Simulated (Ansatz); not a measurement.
The Mg1–H2 bond of H2MgSe (SMILES [MgH][SeH]) is stretched (multiplicity 1, the rest rigid).
Geometry at rest (charge 0, multiplicity 1):
```xyz
4

Mg    -0.9098    -0.7986    -1.2496
H     -1.7924    -1.5775    -2.4609
Se     0.3558     0.3557     0.4797
H      0.6118    -0.9339     1.1476
```

Frozen-core correlation. Filled d and f shells under p-block atoms count as core.

The values were computed with Ansatz (Gaussian basis) for Hartree–Fock, density functionals and correlated methods. Each number belongs to the level named beside it.

Energies above the point at 1.689 Å (the B3LYP-D3(BJ) bond length), FIC-MRCISD+Q on CASSCF(2,2)/def2-TZVPPD (kcal/mol): 4.35 at 1.520 Å; 2.36 at 1.858 Å; 70.36 at 5.405 Å.

**Question.** Take the last value as the depth D of a Morse curve D(1 − e^(−a(R − R₀)))², fit a and R₀ to the two near points, and test it at 2.280 and 2.956 Å.

**Answer.** 
With D = 70.4, both near points (counted from the curve's value at 1.689 Å) are met by a = 1.26 Å⁻¹ and R₀ = 1.697 Å, so k = 2Da² = 223 kcal/(mol Å²). The curve then gives 19.1 and 44.5 kcal/mol; the level itself gives 19.7 and 48.5, so Morse is off by -0.6 and -4.0.

Ansatz is a program for electronic structure.
